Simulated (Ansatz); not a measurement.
Al(Cl)(OH)(SMe) (CH4AlClOS), SMILES C[S][Al]([OH])[Cl].

Coordinates come from a B3LYP-D3(BJ)/def2-SVP optimisation. The structure was generated by enumeration; whether it is a known compound was not checked. The values are those of a single conformer.

Two levels are set side by side: PBE/def2-SVPD (Ansatz, a program for electronic structure) and CAM-B3LYP/def2-SVPD (Ansatz). Energy differences of separate SCF runs at the same geometry; the states with an electron removed or added have multiplicity 2 and 2. Differences are taken from unrounded values.

```csv
quantity,CAM-B3LYP,PBE,PBE minus CAM-B3LYP
vertical ionisation energy (eV),9.56,9.33,-0.23
vertical singlet–triplet gap (eV),5.22,4.79,-0.43
```
